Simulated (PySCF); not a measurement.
Mn: excitation energy

Mn [Ar] 3d5 4s2 (6S) → Mn [Ar] 3d5 4s1 5s1 (8S), as a difference of total energies. Computed with PySCF 2.14 in aug-cc-pwCVTZ-DK with one added diffuse shell each of s, p, d, f, g type (11s10p8d5f4g, 152 functions), with the spin-free X2C one-electron Hamiltonian (Gaussian nucleus). Correlated levels: valence: [Ar] frozen; valence and next inner shell: [Ne] frozen; nothing frozen. The calculations carry no spin-orbit coupling.

| method | excitation energy (cm⁻¹) |
| --- | --- |
| UHF | 29313 |
| LDA | 39271 |
| PBE | 36541 |
| PBE0 | 35751 |
| r2SCAN | 35166 |
| MP2 (valence) | 37043 |
| SCS-MP2 (valence) | 39406 |
| MP2 (valence and next inner shell) | 37716 |
| SCS-MP2 (valence and next inner shell) | 39226 |
| MP2 (all electrons) | 37725 |
| SCS-MP2 (all electrons) | 39228 |

The promoted electron is Rydberg-like, and one or two diffuse shells describe it only roughly, which tends to raise the upper state.
